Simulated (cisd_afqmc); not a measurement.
Input (AFQMC/CISD/cc-pV(T+d)Z; cisd_afqmc is a phaseless AFQMC code with CISD trial states that reads the integrals written by Ansatz): A basis named .json is the Basis Set Exchange file of that set.

Ansatz 0.2 input:
```python
import cisd_afqmc

open("ham.yaml", "w").write("""\
crystal:
  periodic: [false, false, false]
  atoms:
    - {symbol: O, position_ang: [-0.00000000, -0.00000000, -1.51012766]}
    - {symbol: Si, position_ang: [0.00000000, 0.00000000, 0.00000000]}
    - {symbol: O, position_ang: [0.00000000, 0.00000000, 1.51012766]}
basis:
  gaussian:
    orbitals: cc-pV_T+d_Z.json
magnetization: {spin_polarized: false}
correlation: {method: ccsd, electrons: outside_noble_gas, hamiltonian_folder: ham}
""")
rep = cisd_afqmc.ansatz("ham.yaml")
e_ccsd = rep["correlation"]["coupled_cluster"]["energy"]["hartree"]
out = cisd_afqmc.run("ham", e_ccsd, trial="CISD", walkers=1000, populations=1, threads=12, dt=0.005, steps=40, early=24, settle=10, least=100,
    cut=5e-5, rank_cut=2e-4, target=0.0004, seconds=1000, seed=4, memory=62639, gpu=True)
```

Output:

```
orbitals 92, occupied [8], factors 496 of 614, rank of the doubles 296 of 672
E(HF) = -438.726003
E(CCSD) on the cut factors = -439.301417, shift to the whole factors -0.000011
Energy of the trial state on the determinant = -439.301464
  tau behind 7.2 of longer steps, mean of the populations' last blocks
   2.0  -439.33374
   4.0  -439.33494
   6.0  -439.33497
   8.0  -439.33203
  10.0  -439.33186
  12.0  -439.33367
  14.0  -439.33164
  16.0  -439.33245
  18.0  -439.33075
  20.0  -439.33497
  22.0  -439.33665
  24.0  -439.33251
  26.0  -439.33182
  28.0  -439.33399
  30.0  -439.33337
  32.0  -439.33340
  34.0  -439.33340
blocks 168 (0 outliers left out), error by blocks joined: 1: 0.00031, 2: 0.00037, 4: 0.00040, 8: 0.00039
E(AFQMC/CISD) = -439.33329 +/- 0.00040
```
